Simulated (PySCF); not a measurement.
Species: C6H8FOSi (doublet state).
Numbering: `[CH:1]#[C:2][C@@H:3]1[CH2:4][O:5][CH:6][C@H:7]([F:8])[SiH2:9]1` (hydrogens: H10 on C1; H11 on C3; H12, H13 on C4; H14 on C6; H15 on C7; H16, H17 on Si9)

Structure used (GFN2-xTB), in Å, numbered top down from 1:
```xyz
17
C6H8FOSi angstrom
C      3.134    0.074    1.178
C      1.957   -0.098    1.039
C      0.542   -0.299    0.844
C      0.305   -1.287   -0.315
O     -1.053   -1.629   -0.455
C     -1.927   -0.627   -0.748
C     -1.540    0.755   -0.987
F     -0.807    0.921   -2.217
Si    -0.383    1.338    0.441
H      4.163    0.221    1.316
H      0.132   -0.750    1.755
H      0.817   -2.234   -0.123
H      0.695   -0.862   -1.248
H     -2.927   -0.993   -0.890
H     -2.426    1.376   -1.128
H      0.538    2.365   -0.038
H     -1.227    1.742    1.567
```

The hyperfine couplings belong to this conformer and change with its torsions.

The calculation used UKS B3LYP, pcH-1 on C F H O Si, non-relativistic, mean-field spin-orbit, GIAO in PySCF. One conformer (not necessarily the lowest) at the GFN2-xTB geometry, without solvent, vibrations or thermal averaging. The geometry wasn't refined by DFT: couplings that depend on bond lengths, twists or pyramidal angles can differ widely from those at the functional's own minimum. Stability of the SCF solution: not tested.

(1) Match the computed a_iso(13C) values +72.7, +13.0, +7.9, -5.0, -1.1 MHz with the sites C2; C3; C4; C6; C7.

## Answers

(1) 
```
site  a_iso (MHz)  ρ(0) (bohr⁻³)                 position  distance from C6 (Å)  spin population  largest |T| (MHz)
  C2         -1.1        -0.0010          4 bonds from C6                  4.31             0.00                0.5
  C3         +7.9        +0.0071          3 bonds from C6                  2.96            +0.01                2.6
  C4         -5.0        -0.0045          2 bonds from C6                  2.37            -0.01                2.4
  C6        +72.7        +0.0646  largest spin population                  0.00            +0.79              135.0
  C7        +13.0        +0.0116           1 bond from C6                  1.45            +0.01                5.2
```

ρ(0) is the spin density at the nucleus and T the dipolar tensor; a_iso includes a spin–orbit part. The largest Mulliken spin populations are on C6 (+0.79) and O5 (+0.14). C6 is the only atom above +0.15. The angles at C6 add up to 359.7°, so it is planar; its axial dipolar tensor and the negative coupling of its proton fit spin in a p orbital normal to that plane.

The spin density at the nucleus, in bohr⁻³, is negative for H14 (-0.0113) and C4 (-0.0045), for instance. A restricted open-shell determinant has no negative spin density anywhere; here it arises because α and β orbitals differ (spin polarisation).
